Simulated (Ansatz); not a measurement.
Program: Ansatz 0.2.0.

`N[C@@H](F)[Si@@H](O)F` at its PBE0-D4/def2-TZVP geometry, where that method's forces vanish. Total charge 0; spin multiplicity 1.

| atom | x (Å) | y (Å) | z (Å) |
| --- | --- | --- | --- |
| N1 | 0.921 | -1.168 | 0.659 |
| C2 | -0.262 | -0.935 | -0.048 |
| F3 | -1.442 | -1.103 | 0.743 |
| Si4 | -0.334 | 0.831 | -0.708 |
| O5 | 0.328 | 1.752 | 0.465 |
| F6 | 0.524 | 0.919 | -2.050 |
| H7 | 1.109 | -0.487 | 1.380 |
| H8 | 1.021 | -2.111 | 1.007 |
| H9 | -0.360 | -1.671 | -0.852 |
| H10 | -1.702 | 1.273 | -1.056 |
| H11 | 0.196 | 2.700 | 0.459 |

Problem. For each bond, give half the difference of the two atoms' forces along it (eV/Å; positive pushes the atoms apart) under PBE-D4, r2SCAN-D4, B3LYP-D4, ωB97M-V in def2-TZVPP. (Best estimate.)

Solution. The calculation gave: 
```json
{"bond": "N1–C2", "length (Å)": "1.397", "PBE-D4": "-0.01", "r2SCAN-D4": "0.09", "B3LYP-D4": "0.17", "ωB97M-V": "0.28"}
{"bond": "N1–H7", "length (Å)": "1.010", "PBE-D4": "0.21", "r2SCAN-D4": "-0.01", "B3LYP-D4": "-0.05", "ωB97M-V": "-0.08"}
{"bond": "N1–H8", "length (Å)": "1.010", "PBE-D4": "0.21", "r2SCAN-D4": "0.01", "B3LYP-D4": "-0.06", "ωB97M-V": "-0.08"}
{"bond": "C2–F3", "length (Å)": "1.431", "PBE-D4": "0.62", "r2SCAN-D4": "0.44", "B3LYP-D4": "0.41", "ωB97M-V": "0.15"}
{"bond": "C2–Si4", "length (Å)": "1.887", "PBE-D4": "-0.18", "r2SCAN-D4": "-0.13", "B3LYP-D4": "-0.08", "ωB97M-V": "-0.15"}
{"bond": "C2–H9", "length (Å)": "1.094", "PBE-D4": "0.08", "r2SCAN-D4": "-0.07", "B3LYP-D4": "-0.18", "ωB97M-V": "-0.16"}
{"bond": "Si4–O5", "length (Å)": "1.632", "PBE-D4": "0.28", "r2SCAN-D4": "0.05", "B3LYP-D4": "0.12", "ωB97M-V": "0.12"}
{"bond": "Si4–F6", "length (Å)": "1.595", "PBE-D4": "0.48", "r2SCAN-D4": "0.05", "B3LYP-D4": "0.17", "ωB97M-V": "0.16"}
{"bond": "Si4–H10", "length (Å)": "1.479", "PBE-D4": "-0.05", "r2SCAN-D4": "-0.05", "B3LYP-D4": "-0.17", "ωB97M-V": "-0.21"}
{"bond": "O5–H11", "length (Å)": "0.957", "PBE-D4": "0.30", "r2SCAN-D4": "0.02", "B3LYP-D4": "-0.02", "ωB97M-V": "-0.05"}
```

B3LYP here is the variant with VWN-RPA as its local correlation; programs differ in this.
